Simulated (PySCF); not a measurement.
CH4O2, SMILES OCO. Heavy atoms are numbered as in [OH:1][CH2:2][OH:3]. Hydrogens are named by the atom that carries them.

Geometry: B3LYP-D3(BJ)/def2-TZVP. Other conformers were not sampled.

Computed with PBE0/pcSseg-2 run with PySCF.

GIAO shieldings, no solvent; atoms alike by connectivity are averaged. δ = σ(ref) − σ: ¹⁷O against H2O (σ = 327.8 ppm); ¹³C against TMS (σ = 186.1 ppm); ¹H against TMS (σ = 31.54 ppm), references at their B3LYP-D3(BJ)/def2-TZVP geometries, non-relativistic.

```
atoms     nucleus  count  δ (ppm)
--------  -------  -----  -------
O1 (OH)       ¹⁷O      2      [?]
C2 (CH2)      ¹³C      1      [?]
H on C2        ¹H      2     4.87
H on O1        ¹H      2     1.78
```

Task: Complete the blanks. (Estimate from the structure and the level; the computed values follow.)

Result: 
- C2 (CH2), δ (ppm): 93.9
- O1 (OH), δ (ppm): 90.8
